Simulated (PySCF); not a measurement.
# Electron correlation in As³¹⁺ (arsenic, charge +31)

Starting occupation: 1s2. Calculation: PySCF 2.14, in an uncontracted even-tempered set (17 s from 4.9 bohr⁻², ratio 2.6; 11 p from 6.4 bohr⁻², ratio 2.6; 6 d from 6.5 bohr⁻², ratio 2.8; 3 f from 290 bohr⁻², ratio 2.8); X2C-1e with screened-nucleus spin-orbit coupling, Gaussian nucleus. Frozen: nothing; 2 electrons correlated; the 34 highest virtual spinors left out.

Total MP2 correlation energy: -49.19 mhartree.

With two correlated electrons CCSD is exact within the correlated space (frozen core and kept virtual orbitals).

The virtual space was cut to 52 spinors, which keep -46.56 of the -49.19 mhartree of MP2 correlation.

```json
{"level": "CCSD", "correlation energy (mhartree)": "-47.04"}
```

Diagnostics: T1 = 2.8e-06, largest double amplitude 0.002.

Cost of the coupled-cluster step: roughly 5 core-seconds, for 2 occupied and 52 virtual spinors.

The coupled-cluster values are those of the cut space; adding the MP2 remainder, -2.63 mhartree, estimates the full space.

At this charge the one-electron X2C treatment keeps the bare 1/r₁₂, with no two-electron picture change or Breit term. That inflates the 1s pair energies well beyond their four-component values.
